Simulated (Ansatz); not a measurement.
Steps of a relaxation of CH4BClSe (`CB(Cl)[SeH]`) with RKS PBE-D4/def2-SVP.

```sh
$ ansatz run in.yaml --threads 4 --pin off --events-out ev --progress --plain --max-ram 10444MiB
```

```yaml
crystal:
  periodic: [false, false, false]
  atoms:
    - {symbol: C, position_ang: [0.064900, 1.008700, -0.113300]}
    - {symbol: B, position_ang: [0.363800, -0.495500, -0.189300]}
    - {symbol: Cl, position_ang: [2.084100, -1.044700, -0.026600]}
    - {symbol: Se, position_ang: [-1.016300, -1.845600, -0.450000]}
    - {symbol: H, position_ang: [0.338000, 1.457700, 0.836800]}
    - {symbol: H, position_ang: [0.548200, 1.602500, -0.941100]}
    - {symbol: H, position_ang: [-1.050100, 1.201900, -0.240500]}
    - {symbol: H, position_ang: [-1.240500, -1.942000, 1.068100]}
basis:
  gaussian: {orbitals: def2-SVP}
hamiltonian: {xc: pbe, dispersion: d4}
relax: {f_tol: 0.03, max_steps: 200}
```

Positions (Å) and forces (eV/Å) along the path, 12 of 12 steps:

```xyz
8
step=1 energy=-79621.5318 eV
C     0.065    1.009   -0.113   -1.643    0.885   -1.258
B     0.364   -0.495   -0.189    1.589   -0.151    0.357
Cl    2.084   -1.045   -0.027   -0.629    0.235   -0.108
Se   -1.016   -1.846   -0.450   -0.907   -0.960    0.654
H     0.338    1.458    0.837    0.508    0.333    0.679
H     0.548    1.603   -0.941    0.090   -0.305    0.460
H    -1.050    1.202   -0.240    0.820   -0.179    0.129
H    -1.240   -1.942    1.068    0.171    0.143   -0.913
8
step=2 energy=-79621.6556 eV
C     0.038    1.022   -0.111   -0.681    0.368   -0.159
B     0.345   -0.502   -0.126    0.934   -0.054   -0.369
Cl    2.071   -1.004   -0.044   -0.490    0.105    0.065
Se   -1.027   -1.911   -0.454   -0.148   -0.222    0.176
H     0.384    1.502    0.824    0.150    0.059    0.129
H     0.572    1.552   -0.940   -0.007   -0.200    0.181
H    -1.053    1.238   -0.225    0.330   -0.057    0.053
H    -1.238   -1.954    1.021   -0.089    0.001   -0.076
8
step=3 energy=-79621.6828 eV
C     0.021    1.029   -0.117    0.059    0.020    0.215
B     0.360   -0.499   -0.181    0.385   -0.027    0.225
Cl    2.071   -0.989    0.015   -0.399    0.093   -0.131
Se   -1.022   -1.947   -0.456    0.129    0.001   -0.243
H     0.446    1.497    0.808   -0.075   -0.151   -0.199
H     0.540    1.548   -0.955   -0.039   -0.006   -0.027
H    -1.061    1.251   -0.171    0.022    0.002   -0.033
H    -1.263   -1.946    1.001   -0.081    0.068    0.192
8
step=4 energy=-79621.7307 eV
C     0.018    1.006   -0.100    0.116   -0.015    0.335
B     0.399   -0.513   -0.160    0.167   -0.024   -0.058
Cl    2.115   -0.965   -0.026   -0.245    0.039   -0.122
Se   -0.964   -1.975   -0.457    0.263   -0.046    0.090
H     0.459    1.488    0.806   -0.067   -0.059   -0.131
H     0.498    1.530   -0.958   -0.037   -0.048   -0.029
H    -1.069    1.197   -0.128   -0.031    0.016   -0.021
H    -1.364   -1.825    0.968   -0.167    0.138   -0.063
8
step=5 energy=-79621.8155 eV
C     0.016    0.980   -0.079    0.205   -0.056    0.397
B     0.445   -0.529   -0.157   -0.088   -0.041   -0.073
Cl    2.172   -0.934   -0.078   -0.188   -0.007   -0.170
Se   -0.897   -2.014   -0.433    0.274    0.103    0.617
H     0.472    1.481    0.810   -0.103   -0.069   -0.153
H     0.455    1.508   -0.956   -0.048   -0.040   -0.033
H    -1.077    1.140   -0.081   -0.025    0.018   -0.008
H    -1.494   -1.689    0.918   -0.026    0.094   -0.577
8
step=6 energy=-79621.9276 eV
C     0.016    0.955   -0.053    0.176   -0.027    0.313
B     0.485   -0.543   -0.137   -0.268   -0.079   -0.150
Cl    2.218   -0.910   -0.140   -0.110   -0.041   -0.158
Se   -0.827   -2.049   -0.383    0.163    0.314    0.879
H     0.483    1.484    0.812   -0.091   -0.060   -0.114
H     0.410    1.478   -0.956   -0.052   -0.058    0.017
H    -1.082    1.087   -0.030    0.023    0.012    0.018
H    -1.612   -1.559    0.832    0.159   -0.060   -0.806
8
step=7 energy=-79622.0545 eV
C     0.020    0.936   -0.023    0.017    0.044    0.041
B     0.512   -0.553   -0.109   -0.220   -0.073   -0.187
Cl    2.246   -0.902   -0.219   -0.035   -0.022   -0.108
Se   -0.742   -2.079   -0.298   -0.248    0.452    0.985
H     0.488    1.497    0.814   -0.011   -0.025    0.002
H     0.372    1.447   -0.953   -0.033   -0.076    0.102
H    -1.082    1.051    0.016    0.079   -0.009    0.066
H    -1.722   -1.454    0.715    0.450   -0.292   -0.901
8
step=8 energy=-79622.2023 eV
C     0.027    0.937   -0.010   -0.018   -0.019   -0.007
B     0.527   -0.544   -0.092   -0.181   -0.239   -0.091
Cl    2.256   -0.899   -0.286   -0.031   -0.001   -0.069
Se   -0.674   -2.104   -0.148   -0.059    0.297    0.449
H     0.514    1.502    0.812    0.013    0.006    0.015
H     0.336    1.440   -0.955   -0.023    0.010    0.068
H    -1.072    1.022    0.077    0.014    0.073    0.047
H    -1.821   -1.409    0.547    0.286   -0.127   -0.413
8
step=9 energy=-79622.2746 eV
C     0.016    0.918   -0.002    0.023    0.012   -0.077
B     0.531   -0.561   -0.088   -0.073   -0.127   -0.012
Cl    2.255   -0.894   -0.361   -0.014    0.007   -0.003
Se   -0.624   -2.132    0.028   -0.055    0.278    0.121
H     0.510    1.471    0.825    0.025   -0.024   -0.001
H     0.313    1.442   -0.938    0.004    0.033    0.034
H    -1.080    1.014    0.109   -0.004    0.006    0.037
H    -1.830   -1.315    0.371    0.095   -0.185   -0.099
8
step=10 energy=-79622.2862 eV
C     0.019    0.926   -0.013    0.050   -0.010   -0.002
B     0.526   -0.559   -0.092   -0.037    0.124    0.010
Cl    2.248   -0.902   -0.368    0.016    0.008   -0.006
Se   -0.605   -2.122    0.096   -0.043   -0.094    0.013
H     0.533    1.456    0.819    0.011   -0.014   -0.012
H     0.304    1.473   -0.938    0.010   -0.006    0.003
H    -1.072    1.029    0.132   -0.018   -0.001    0.002
H    -1.862   -1.357    0.309    0.009   -0.006   -0.008
8
step=11 energy=-79622.2871 eV
C     0.020    0.929   -0.013    0.016    0.019   -0.002
B     0.520   -0.554   -0.089    0.026   -0.026   -0.006
Cl    2.244   -0.900   -0.366   -0.034    0.022    0.007
Se   -0.603   -2.129    0.100   -0.008    0.002    0.002
H     0.543    1.457    0.814    0.002   -0.007   -0.002
H     0.305    1.473   -0.940    0.002   -0.008    0.001
H    -1.070    1.039    0.137   -0.009    0.004    0.002
H    -1.867   -1.372    0.301    0.006   -0.007   -0.001
8
step=12 energy=-79622.2872 eV
C     0.021    0.930   -0.013   -0.005    0.007    0.000
B     0.518   -0.555   -0.090    0.008   -0.006    0.005
Cl    2.242   -0.895   -0.364   -0.003    0.001   -0.001
Se   -0.604   -2.131    0.100    0.001    0.002   -0.001
H     0.546    1.456    0.813    0.001   -0.004   -0.001
H     0.307    1.471   -0.941    0.000   -0.004    0.000
H    -1.069    1.043    0.139   -0.003    0.004    0.000
H    -1.869   -1.377    0.301    0.001    0.000   -0.001
```

It took 14 s on 4 threads of an Arm Neoverse V1 on a shared host, with 0.15 GiB of host memory at the peak.
